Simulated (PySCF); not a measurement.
Structure problem from calculated spectra and properties.

Formula: C6H5NO.

| Item | Value |
| --- | --- |
| Rotational structure | rotational constants A, B, C: 5.590, 1.576, 1.230 GHz [GFN2-xTB] |
| NMR, other nuclei | isotropic shieldings of nuclei other than C and H, by class: -116 (1 N), -355 (1 O) ppm [GIAO PBE0/pcSseg-1] |
| 1H NMR | chemical shifts (computed TMS as zero) by class: 10.30 (1 H), 9.34 (2 H), 7.85 (2 H) ppm [GIAO PBE0/pcSseg-1] |
| Dipole | 1.75 D [PBE0/pcSseg-1] |
| 13C NMR | chemical shifts (computed TMS as zero) by class: 197.4 (1 C), 157.4 (2 C), 145.6 (1 C), 128.0 (2 C) ppm [GIAO PBE0/pcSseg-1] |

The electronic properties come from PySCF, for the isolated species, density fitting. Levels stand in brackets. One conformer (not necessarily the lowest) at the GFN2-xTB geometry, without solvent, vibrations or thermal averaging. NMR classes are plain means over equivalent atoms (diastereotopic ones count apart unless rotation or inversion swaps them), as if these changed places fast.

Q: Propose a structure and show how it fits.

A: Numbering: `[O:1]=[CH:2][c:3]1[cH:4][cH:5][n:6][cH:7][cH:8]1`. Its formula, C6H5NO, gives 5 degrees of unsaturation: 1 ring and 4 π bonds in the structure found (Kekulé form). 6 carbons fall into 4 classes; from least to most shielded: aldehyde carbon [C2] (197.4 ppm), aromatic CH next to a ring nitrogen [C5/C7] (157.4 ppm, 2 C), substituted aromatic carbon [C3] (145.6 ppm), aromatic CH carbon [C4/C8] (128.0 ppm, 2 C, up to 5.7 ppm apart in this geometry). Hydrogen classes from least to most shielded: 1 H on an aldehyde carbon, C2 (10.30 ppm), 2 H on 2 like atoms (aromatic CH next to a ring nitrogen), C5/C7 (9.34 ppm), 2 H on 2 aromatic CH carbons, C4/C8 (7.85 ppm, a mean of values up to 0.6 ppm apart in this geometry). The other shieldings belong to: -116 ppm, pyridine-type nitrogen [N6]; -355 ppm, aldehyde oxygen [O1]. The optimised geometry has point group Cs and is an asymmetric top. Structure: `O=Cc1ccncc1` (4-pyridine carbaldehyde). Computed isomers that give other values at the same levels: `O=Cc1ccccn1` (13C chemical shifts (computed TMS as zero) by class: 201.2 (1 C), 157.4 (1 C), 155.7 (1 C), 142.8 (1 C), 133.0 (1 C), 128.5 (1 C) ppm); `O=Nc1ccccc1` (13C chemical shifts (computed TMS as zero) by class: 158.4 (1 C), 143.3 (1 C), 134.7 (2 C), 123.1 (2 C) ppm). The assignments are read from this structure; whether some other isomer fits the data as well wasn't checked.

Conformer computed: `[O:1]=[CH:2][c:3]1[cH:4][cH:5][n:6][cH:7][cH:8]1`: O1–C2–C3–C4 180°.
